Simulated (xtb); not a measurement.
HOSn, SMILES [OH+]=[Sn] (connectivity only; charge and spin as stated), charge +1, multiplicity 1. All values are semi-empirical tight-binding results from xtb (GFN2-xTB unless named), good for trends rather than for accurate numbers. Coordinates come from a GFN2-xTB optimisation. The isomer is the one that the SMILES or the coordinates give; other isomers of the formula were not compared.

Optimised geometry:

Bonded distances (Å): O1–Sn2 1.944, O1–H3 0.976. Angles (°): Sn2–O1–H3 180.0.
Charge +1, spin multiplicity 1.

For metal compounds this method's bond lengths and energies can be far off.

Computed properties:
| Quantity | Value |
|---|---|
| point group as xtb finds it | C∞v |
| orbital gap | 5.46 eV |
| zero-point energy | 6.8 kcal/mol |
| G − E(el) at 298.15 K (modified RRHO) | -7.9 kcal/mol |

Q: Give the atomic charges and the Wiberg bond orders between heavy atoms. (Estimate from the structure and the level; the computed values follow.)

A: charges (e) O1 -0.30, Sn2 0.86, H3 0.45. Bond orders O1–Sn2 1.85.
